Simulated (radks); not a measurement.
Task: These are the eigenvalues of the occupied orbitals of an atom or ion with whole-number occupations (Ry). Method: Dirac Kohn-Sham, PBE, spin-unpolarised, spherical densities, finite nucleus; Fermi nuclear charge, rms radius of each element as measured or else 0.836 A^(1/3) + 0.57 fm; computed with a radial shooting solver on a logarithmic mesh with Libxc functionals.

1s1/2: -5589.404
2s1/2: -981.0243
2p1/2: -940.2021
2p3/2: -820.5837
3s1/2: -233.0545
3p1/2: -214.7066
3p3/2: -188.5137
3d3/2: -157.7870
3d5/2: -152.1259
4s1/2: -53.42031
4p1/2: -45.66667
4p3/2: -39.47134
4d3/2: -26.73958
4d5/2: -25.58912
5s1/2: -11.80445
4f5/2: -9.39149
5p1/2: -9.32893
4f7/2: -9.16131
5p3/2: -8.28021
5d3/2: -4.84563
5d5/2: -4.71835

Which element is it, and in what charge state? The configuration may be excited. Open shells, if any, are shared by 2j + 1.

Result: Z = 77, iridium, charge +5: Ir5+ in [Xe] 4f14 5d4. The list shows which subshells hold electrons but not how many an open one holds; the 1s level, -2794.7 hartree, gives Z - s = 74.8 by -(Z - s)^2/2, which with screening and relativity narrows Z to a few neighbours, and the depths of the outer levels then fix element, charge and occupations together.
